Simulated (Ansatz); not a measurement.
One change: `C[O][GeH2][I]` becomes `[BH2][GeH2][O]C`.

Ansatz, PBE0-D4/def2-TZVP geometries, multiplicity 1. Each molecule was computed in one conformer, which needn't be the lowest.

Elements past krypton have def2 core potentials. Scalar relativity is left out up to krypton.

```json
{"property": "LUMO energy (PBE0/def2-TZVPP) / eV", "`C[O][GeH2][I]`": "-0.93"}
{"property": "HOMO energy (B3LYP/def2-TZVPP) / eV", "`C[O][GeH2][I]`": "-7.40"}
{"property": "HOMO–LUMO gap (PBE0/def2-TZVPP) / eV", "`C[O][GeH2][I]`": "6.73"}
{"property": "HOMO–LUMO gap (PBE/def2-TZVPP) / eV", "`C[O][GeH2][I]`": "4.71"}
{"property": "HOMO energy (PBE/def2-TZVPP) / eV", "`C[O][GeH2][I]`": "-6.50"}
{"property": "size of the dipole moment (B3LYP/def2-TZVPP) / D", "`C[O][GeH2][I]`": "2.22"}
```

**Question.** What does the change do to each property? (Best estimate.)

**Answer.** Computed: 
| property | `[BH2][GeH2][O]C` | shift |
| --- | --- | --- |
| LUMO energy (PBE0/def2-TZVPP) / eV | -2.54 | -1.61 |
| HOMO energy (B3LYP/def2-TZVPP) / eV | -7.36 | 0.04 |
| HOMO–LUMO gap (PBE0/def2-TZVPP) / eV | 5.06 | -1.67 |
| HOMO–LUMO gap (PBE/def2-TZVPP) / eV | 2.51 | -2.20 |
| HOMO energy (PBE/def2-TZVPP) / eV | -6.06 | 0.44 |
| size of the dipole moment (B3LYP/def2-TZVPP) / D | 0.87 | -1.35 |

With PBE0 the HOMO rises by 0.05 eV and the LUMO falls by 1.61 eV, so the gap narrows by about 1.66 eV. PBE moves the HOMO by 0.44 eV and ωB97M-V by -0.19 eV. Dipoles are sizes alone; their direction can turn.

B3LYP here is the variant with VWN-RPA as its local correlation; programs differ in this.

Spin–orbit coupling is left out; it splits and shifts lone-pair levels of the heavy atoms by tenths of an eV.
